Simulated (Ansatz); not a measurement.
Reactions of `OB(O)Br`.

Computed with Ansatz on PBE0-D4/def2-TZVP structures; ΔE is electronic, products minus reactants. CBS: MP2 limit from def2 TZ/QZ plus the TZ coupled-cluster correction, frozen cores. This one scheme is used for every species. Double bonds are as drawn, so ΔE can hold a change between cis and trans. Elements past krypton have def2 core potentials. For Br, In, Te outer-core shells are correlated without core-valence functions, which leaves a few kJ/mol of doubt a bond. Scalar relativity is left out up to krypton. One conformer a species, not always the lowest.

**Question.** Order these by ΔE at CCSD(T)/CBS, lowest first. (An estimate is asked.)
A. `OB(O)Br` + `CO[Si](Cl)(Cl)Cl` → `OB(O)O[Si](Cl)(Cl)Cl` + `CBr`
B. `OB(O)Br` + `C[O][In]([OH])[SH]` → `COB(O)Br` + `[OH][In]([OH])[SH]`
C. `OB(O)Br` + `FC(F)(F)[TeH]` → `OB(O)[Te]C(F)(F)F` + HBr
D. `OB(O)Br` + `BC#CBO` → `BB(O)Br` + `OBC#CO`
E. `OB(O)Br` + `C=CCO` → `C=CCOB(O)O` + HBr
F. `OB(O)Br` + `CO/C(F)=C/F` → `COB(O)O` + `F/C=C(\F)Br`
G. `OB(O)Br` + `CNC` → `CN(C)B(O)Br` + H₂O

**Answer.** A (-83.7 kJ/mol), E (-46.6 kJ/mol), F (-28.2 kJ/mol), B (-11.7 kJ/mol), G (-2.6 kJ/mol), C (+24.2 kJ/mol), D (+284.3 kJ/mol).

Largest T1 diagnostic: 0.016, for `BC#CBO`.
